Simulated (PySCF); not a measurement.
**Computed vibrations of [Lu(NH3)3]3+**

[Lu(NH3)3]3+ (singlet in the valence; each metal's 4f electrons, 14 of them, lie in its core potential, out of spins and levels). PySCF 2.14.0, RKS PBE0, Lu lcecp-1-SVP with ECP60, N def2-SVP, H def2-SVP; non-relativistic Hamiltonian with scalar-relativistic core potentials where named; density fitting; no spin-orbit coupling. Central differences of gradients.

```xyz
13

Lu    0.0000    0.0000    0.0000
N     2.3393    0.0009    0.0000
H     2.7910   -0.4678    0.8089
H     2.7910   -0.4678   -0.8089
H     2.7914    0.9350    0.0000
N    -1.1704    2.0254    0.0000
H    -0.9904    2.6510    0.8089
H    -0.9904    2.6510   -0.8089
H    -2.2054    1.9499    0.0000
N    -1.1689   -2.0263    0.0000
H    -1.8007   -2.1832    0.8089
H    -1.8007   -2.1832   -0.8089
H    -0.5859   -2.8849    0.0000
```

Run from Python with OMP_NUM_THREADS=2. Where DIIS fails, smearing, a level shift and second-order steps follow.
It took 100 s on 2 threads of Arm Neoverse V1, with other jobs on the host.

(1) What are the harmonic wavenumbers and infrared intensities?

(2) Is this a minimum?

An lcecp potential fixes the number of 4f electrons, so in runs with it no electron can move into or out of that shell.

Results:

(1) Modes are labelled in C3h; negative numbers are unstable modes, those under 60 cm⁻¹ near the noise; a finer grid moves soft modes by up to 10 cm⁻¹.
```tsv
cm⁻¹	km/mol	symmetry
-41	–	a''
-39	–	a''
-38	–	e''
-38	–	e''
82	10.2	e'
82	10.2	e'
375	0.0	a'
383	5.7	e'
383	5.7	e'
658	0.0	a'
674	0.0	e''
674	0.0	e''
694	223.4	a''
703	94.4	e'
703	94.4	e'
1426	234.0	e'
1426	234.0	e'
1430	0.0	a'
1602	151.8	a''
1604	79.3	e'
1604	79.3	e'
1606	0.0	a'
1606	0.0	e''
1606	0.0	e''
3337	356.1	e'
3337	356.1	e'
3347	0.0	a'
3402	0.0	e''
3402	0.0	e''
3404	551.8	a''
3407	0.0	a'
3409	267.7	e'
3409	267.7	e'
```

(2) Probably not: 4 unstable, though so soft as to be near the noise; the lowest moves the atoms so:
```
Lu   0.00  0.00 -0.06
N    0.00  0.00  0.21
H   -0.09 -0.14  0.17
H    0.09  0.14  0.17
H    0.00  0.00  0.42
N    0.00  0.00  0.21
H    0.17  0.00  0.17
H   -0.17  0.00  0.17
H    0.00  0.00  0.42
N    0.00  0.00  0.21
H   -0.08  0.15  0.17
H    0.08 -0.15  0.17
H    0.00  0.00  0.42
```
